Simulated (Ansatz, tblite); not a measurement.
Removing an electron: Ge₁₉AsH₃₀⁻. Total charge -1; singlet. Geometry: PBE-D4/def2-SVP. Ansatz, gas phase; energy differences of separate SCF runs; the oxidised species was run as a doublet alone.

Cartesian coordinates in Å:
```
Ge 3.413 1.362 -2.491
Ge -3.197 -0.121 -3.581
Ge -0.445 2.542 -2.621
As 0.191 -1.174 -1.894
Ge -1.956 -0.951 2.003
Ge 1.479 0.788 0.903
Ge -2.675 0.814 0.464
Ge 1.642 -3.027 1.844
Ge 1.164 -0.259 4.689
Ge -1.382 -1.756 -3.689
Ge -0.753 -2.979 1.322
Ge 1.130 0.737 -3.131
Ge 2.927 -1.248 0.747
Ge 3.244 2.186 -0.185
Ge -2.377 2.133 -4.073
Ge -4.081 -0.183 -1.298
Ge -1.375 2.720 -0.364
Ge -1.208 0.019 4.138
Ge 2.378 1.262 3.190
Ge 1.696 -2.614 4.262
H 3.876 2.382 -3.587
H 4.311 0.099 -2.674
H -4.336 -0.520 -4.578
H 0.166 3.933 -2.996
H 1.244 -2.174 -2.418
H -3.392 -1.510 2.339
H -3.756 1.533 1.353
H 2.107 -4.504 1.588
H 1.297 0.012 6.230
H -0.727 -1.794 -5.105
H -1.976 -3.174 -3.409
H -1.099 -3.351 -0.153
H -1.436 -4.087 2.198
H 0.979 0.479 -4.672
H 3.223 -1.770 -0.703
H 4.324 -1.273 1.465
H 4.712 2.238 0.369
H 2.834 3.691 -0.375
H -1.976 2.224 -5.579
H -3.535 3.160 -3.853
H -5.468 0.539 -1.307
H -4.373 -1.673 -0.932
H -2.490 3.817 -0.547
H -0.374 3.286 0.677
H -1.582 1.538 4.113
H -2.114 -0.621 5.244
H 2.026 2.690 3.740
H 3.908 1.075 3.485
H 0.697 -3.550 5.023
H 3.114 -2.950 4.831
```

The xTB rows come from tblite. Single mean-field runs in def2-TZVP are fitted with def2-universal-jkfit.

```
              level  −HOMO (eV)  vertical IE (eV)  −LUMO (eV)  HOMO–LUMO gap (eV)
           GFN1-xTB        9.08             10.31        6.07                3.01
           GFN2-xTB        7.04              8.51        3.83                3.20
   PBE-D4/def2-TZVP        2.33              4.10       -0.53                2.86
r2SCAN-D4/def2-TZVP        2.48              4.09       -0.67                3.15
  PBE0-D4/def2-TZVP        3.10              4.16       -1.27                4.37
```

 Raw xTB energy differences between charge states are shifted by several eV; the methods need an empirical correction for them.
